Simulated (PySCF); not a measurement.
## [Ti(CH3)4] (charge 0, multiplicity 1)

Level of theory: TPSSh-D3(BJ)/def2-TZVP // BP86-D3(BJ)/def2-SVP in PySCF.

```json
{
  "HOMO": "-6.78 eV",
  "dipole_moment": "0.00 D",
  "HOMO–LUMO gap": "4.77 eV",
  "LUMO": "-2.01 eV",
  "charge on the central atom (Mulliken)": "1.19 e",
  "charge on the central atom (meta-Löwdin)": "1.30 e",
  "total_energy": "-1009.1993 Ha",
  "cost": "roughly 11 core-minutes"
}
```

```xyz
17

Ti    -0.0268    -0.0665    -0.0555
C     -2.0885    -0.1135     0.1306
H     -2.3703    -0.4805     1.1429
H     -2.5217    -0.7940    -0.6364
H     -2.5045     0.9087    -0.0143
C      0.6458    -1.9057    -0.7288
H      1.6990    -2.0650    -0.4061
H      0.5966    -1.9424    -1.8401
H      0.0104    -2.7179    -0.3098
C      0.5105     1.4009    -1.4141
H      1.4761     1.1322    -1.8981
H      0.6253     2.3770    -0.8915
H     -0.2742     1.4981    -2.1975
C      0.8270     0.3478     1.7847
H      0.1458     0.9955     2.3808
H      1.7970     0.8748     1.6423
H      1.0063    -0.5996     2.3407
```
